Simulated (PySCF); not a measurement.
Atom-mapped SMILES (the numbers label the heavy atoms): `[SiH3:1][S:2][SiH2:3][PH2:4]` (H(Xn): hydrogen on atom n).

All values are calculated (PySCF 2.14.0 with density-fitted response routines): B3LYP/pcSseg-2 with gauge-including orbitals, PBE0-D3(BJ)/def2-SVP geometry. Non-relativistic, isolated molecule, a single conformation, rapidly exchanging positions averaged.

Chemical shifts δ = σref − σ; TMS for 1H (σ = 31.39 ppm) and 29Si (σ = 324.61 ppm); 33S (σ = 492.20 ppm) against CS2; 31P (σ = 283.32 ppm) vs H3PO4, all at this level.

```json
{"atoms": "H(Si3)", "nucleus": "1H", "count": "2", "δ (ppm)": "5.02"}
{"atoms": "P4", "nucleus": "31P", "count": "1", "δ (ppm)": "-250.7"}
{"atoms": "H(P4)", "nucleus": "1H", "count": "2", "δ (ppm)": "?"}
{"atoms": "Si3", "nucleus": "29Si", "count": "1", "δ (ppm)": "-21.9"}
{"atoms": "H(Si1)", "nucleus": "1H", "count": "3", "δ (ppm)": "4.60"}
{"atoms": "S2", "nucleus": "33S", "count": "1", "δ (ppm)": "?"}
{"atoms": "Si1", "nucleus": "29Si", "count": "1", "δ (ppm)": "-55.2"}
```

Complete the table.

Results:


- H(P4): 2.04 ppm, hydrogen on a phosphorus bonded to Si
- S2: -253 ppm, sulfur bonded to 2 Si

Experimental scales use liquid or dissolved standards, which lie at an offset from isolated H3PO4.
